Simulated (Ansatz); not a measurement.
Reaction (hydrogenolysis of the Sb–B bond): `[BH2][SbH][SiH3]` + H₂ → `[SiH3][SbH2]` + BH₃

Isolated molecules relaxed with PBE0-D4/def2-TZVP in Ansatz; ΔE leaves out vibrations. CCSD(T)/CBS adds triple-zeta CCSD(T) − MP2 to the extrapolated MP2 energy (def2 sets, frozen cores). This one scheme is used for every species. Elements past krypton have def2 core potentials. For Sb outer-core shells are correlated without core-valence functions, which leaves a few kJ/mol of doubt a bond.

```tsv
species	CCSD(T)/CBS(def2) energy (Eh)
`[BH2][SbH][SiH3]`	-557.46017
H₂	-1.17544
`[SiH3][SbH2]`	-532.08095
BH₃	-26.55200
```

Question: Work out ΔE.

Answer: ΔE = (-532.08095) + (-26.55200) − (-557.46017) − (-1.17544) = 0.00266 Eh = +1.7 kcal/mol.

Largest T1 diagnostic among the species: 0.015.

From BLYP to BHLYP (50 % exact exchange), in def2-TZVPP and without D4, ΔE moves by −2.2 kcal/mol. The D4 term adds +2.0 kcal/mol with B3LYP and +1.1 kcal/mol with PBE0; it sums over pairs of atoms, weighted by their polarisabilities, and B3LYP, whose exchange is more repulsive, gets the larger term.

B3LYP here is the variant with VWN-RPA as its local correlation; programs differ in this.
